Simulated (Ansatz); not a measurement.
Ge₆H₈. Total charge 0; singlet. Geometry PBE0-D4/def2-SVP; atoms count from 1.

| atom | x (Å) | y (Å) | z (Å) |
| --- | --- | --- | --- |
| Ge1 | -0.452 | 3.184 | 0.029 |
| Ge2 | -0.957 | -2.869 | -1.093 |
| Ge3 | -0.158 | 1.054 | 1.163 |
| Ge4 | 0.757 | -1.188 | -0.711 |
| Ge5 | -1.429 | -1.058 | 0.800 |
| Ge6 | 0.703 | 1.219 | -1.349 |
| H7 | 1.127 | 0.705 | 1.966 |
| H8 | 2.144 | 1.629 | -1.689 |
| H9 | -1.521 | -1.768 | 2.159 |
| H10 | 1.904 | -1.382 | 0.323 |
| H11 | -0.074 | -3.705 | -0.055 |
| H12 | 0.953 | 3.509 | 0.718 |
| H13 | -0.217 | 1.173 | -2.580 |
| H14 | -2.780 | -0.504 | 0.318 |

Another isomer (singlet) lies 0.63 eV lower at PBE0-D4/def2-TZVP; other spin states weren't run for this one.

(1) Estimate the Mulliken populations from the PBE0/def2-TZVP orbitals of Ansatz.

(2) And the Mayer bond orders between heavy atoms (over 0.3)?

## Answers

(1) 
```json
{"atom": "Ge1", "charge (e)": "-0.08"}
{"atom": "Ge2", "charge (e)": "-0.08"}
{"atom": "Ge3", "charge (e)": "-0.04"}
{"atom": "Ge4", "charge (e)": "-0.04"}
{"atom": "Ge5", "charge (e)": "-0.03"}
{"atom": "Ge6", "charge (e)": "-0.03"}
{"atom": "H7", "charge (e)": "0.05"}
{"atom": "H8", "charge (e)": "0.05"}
{"atom": "H9", "charge (e)": "0.05"}
{"atom": "H10", "charge (e)": "0.05"}
{"atom": "H11", "charge (e)": "0.00"}
{"atom": "H12", "charge (e)": "0.00"}
{"atom": "H13", "charge (e)": "0.05"}
{"atom": "H14", "charge (e)": "0.05"}
```
Mulliken values depend strongly on the basis.

(2) Ge1–Ge3 0.95 (2.43 Å); Ge1–Ge6 0.61 (2.66 Å); Ge2–Ge4 0.95 (2.43 Å); Ge2–Ge5 0.61 (2.66 Å); Ge3–Ge5 0.77 (2.49 Å); Ge3–Ge6 0.49 (2.66 Å); Ge4–Ge5 0.49 (2.66 Å); Ge4–Ge6 0.77 (2.49 Å).
